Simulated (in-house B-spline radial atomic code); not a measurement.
Values are calculated unless marked as measured or tabulated.
## Ghost states of the separable form: Rb

Rb, [Kr] 5s1, non-relativistic LDA (VWN5), spherical and spin-unpolarised, from an all-electron radial atomic-structure program (B-spline basis) (atomic units; all potentials screened as in the neutral atom).

Troullier-Martins channels: 5s (ε = -0.0854, r_c = 3.287 bohr), 4p (ε = -0.5922, r_c = 1.466 bohr). In the Kleinman-Bylander form one channel serves as the local potential, and each other channel l becomes |δV u><u δV|/<u|δV|u>, with δV = V_l − V_local and u the pseudo-orbital. Its strength is E_KB = <u|δV²|u>/<u|δV|u>. By the analysis of Gonze, Stumpf and Scheffler a spurious state lies below the reference level ε if E_KB > 0 and ε is above the second level of the local potential alone, or if E_KB < 0 and ε is above its first. The table's levels are those of angular momentum l in a sphere of 9 bohr, whose wall can lift a shallow ε a little above its free-atom value.

| local | channel | <u δV u> | <u δV² u> | ε | first local level | second local level |
| --- | --- | --- | --- | --- | --- | --- |
| s | p | -1.6657 | 3.5206 | -0.5922 | -0.0121 | 0.2569 |
| p | s | 0.069731 | 0.090323 | -0.0734 | -1.2809 | -0.0964 |

Q: Apply the rule to each row.

A: Local s, channel p: E_KB = -2.11, so ε = -0.5922 is set against -0.0121: no ghost. Local p, channel s: E_KB = +1.3, so ε = -0.0734 is set against -0.0964: a ghost.

Diagonalising the separable Hamiltonian gives:

| local | channel | three lowest levels | all-electron, two lowest valence levels |
| --- | --- | --- | --- |
| s | p | -0.5922, 0.0213, 0.3363 | -0.5922, 0.0071 |
| p | s | -0.2942, -0.0734, 0.1909 | -0.0734, 0.1879 |

Q: Which choices of local channel are safe?

A: Free of ghosts: s. With p local the s channel has a ghost 0.22 hartree below ε, since the local potential binds more than one state below ε, and a repulsive term of rank one raises each level at most to the next, so it clears only one of them. Among the safe choices the second level, which tests transfer, is off by at most 14.2 millihartree (s local).
